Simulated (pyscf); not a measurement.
**`[CH3][O][AlH2]`, singlet**

Gas-phase minimum from PySCF at ωB97X-D3(BJ)/def2-SVP, one conformer. H₃C–O–AlH₂ lies 24.5 kcal/mol over its isomer H₃C–AlH–OH (electronic energy, ωB97M-D3(BJ)). 

```xyz
8

C      0.0812     0.6852    -0.5180
O      0.2228     0.1660     0.7713
Al    -0.5490    -1.0049     1.7307
H     -0.7509     0.2157    -1.0781
H      1.0077     0.5329    -1.1000
H     -0.1105     1.7724    -0.4781
H     -1.7783    -1.8050     1.1279
H      0.0294    -1.2127     3.1834
```

Bonded distances (Å): C1–O2 1.397, C1–H4 1.107, C1–H5 1.105, C1–H6 1.105, O2–Al3 1.699, Al3–H7 1.586, Al3–H8 1.577. Angles (°): O2–C1–H4 112.7, O2–C1–H5 110.5, O2–C1–H6 110.5, H4–C1–H5 107.8, H4–C1–H6 107.8, H5–C1–H6 107.5, C1–O2–Al3 137.0, O2–Al3–H7 119.0, O2–Al3–H8 116.4, H7–Al3–H8 124.6.

Properties at ωB97X-D3(BJ)/def2-SVP:

```
Property                                                                                                                                                                                                                  Value
---------------------------------------------------------------------------------------------------------------------  --------------------------------------------------------------------------------------------------------
Harmonic wavenumbers, unscaled                                                                                         107, 145, 198, 574, 637, 717, 814, 1191, 1198, 1262, 1485, 1490, 1495, 1964, 1998, 3016, 3098, 3116 cm⁻¹
Zero-point energy                                                                                                                                                                                                 35.0 kcal/mol
Rotational symmetry number                                                                                                                                                                                                    1
Entropy of this conformer at 298 K and 1 atm, rigid rotor and harmonic oscillator, modes under 100 cm⁻¹ raised to 100                                                                                           297.3 J/(mol K)
Dipole moment                                                                                                                                                                                                            1.01 D
```

Single-point totals, which compare only within one level (frozen core for MP2 and CC):

```
level                   total energy (hartree)
----------------------  ----------------------
ωB97X-D3(BJ)/def2-TZVP              -358.90553
PBE/def2-TZVP                       -358.55980
r²SCAN/def2-TZVP                    -358.74899
B3LYP-D3(BJ)/def2-TZVP              -358.88202
PBE0-D3(BJ)/def2-TZVP               -358.59495
M06-2X/def2-TZVP                    -358.76839
ωB97M-D3(BJ)/def2-TZVP              -358.90768
HF/def2-TZVPP                       -357.64357
MP2/def2-TZVPP                      -358.14175
CCSD/def2-TZVPP                     -358.17193
CCSD(T)/def2-TZVPP                  -358.18953
```

Soft torsions are taken as harmonic, which can shift the entropy by several J/(mol K). The CCSD(T) − MP2 part came from Ansatz, without density fitting, on the same reference.
